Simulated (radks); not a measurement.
Results of a calculation; reference values are marked as such.
Species: Er2+. Configuration: [Xe] 4f12.

Level of theory: scalar-relativistic Kohn-Sham, HCTH/407, spin-unpolarised, spherical densities, finite nucleus; Fermi nuclear charge, rms radius 5.2516 fm (a radial shooting solver on a logarithmic mesh with Libxc functionals).

Energy parts (eV):
part                      energy
total                 -356256.60
kinetic                386107.16
electron-nucleus      -873272.50
Hartree                138678.12
exchange-correlation    -7769.38

Orbitals (lengths in bohr, moments of r in powers of bohr; <r^-3> diverges for s and p1/2):
| orbital | occ. | eigenvalue (eV) | <r^-3> | <1/r> | <r^2> |
|---|---|---|---|---|---|
| 1s | 2 | -57361.21 | - | 77.50 | 0.0005684 |
| 2s | 2 | -9658.059 | - | 18.05 | 0.008837 |
| 2p | 6 | -8549.143 | 14320 | 16.68 | 0.007184 |
| 3s | 2 | -2176.367 | - | 6.659 | 0.05801 |
| 3p | 6 | -1838.723 | 3089 | 6.224 | 0.05836 |
| 3d | 10 | -1415.763 | 410.7 | 5.902 | 0.04863 |
| 4s | 2 | -441.0867 | - | 2.813 | 0.2913 |
| 4p | 6 | -329.9192 | 697.5 | 2.574 | 0.3302 |
| 4d | 10 | -180.8262 | 77.83 | 2.274 | 0.3946 |
| 4f | 12 | -18.2050 | 10.76 | 1.660 | 0.8915 |
| 5s | 2 | -66.6909 | - | 1.060 | 1.758 |
| 5p | 6 | -41.0662 | 86.89 | 0.8804 | 2.491 |

The highest occupied level is 4f at -18.205 eV. The density falls to 0.001 e/bohr^3 at r = 3.33 bohr.

Run on one thread of a shared host, so times are rough (Arm Neoverse V1): 0.17 s of CPU time, 0.17 s wall, 20 iterations on 2254 mesh points.
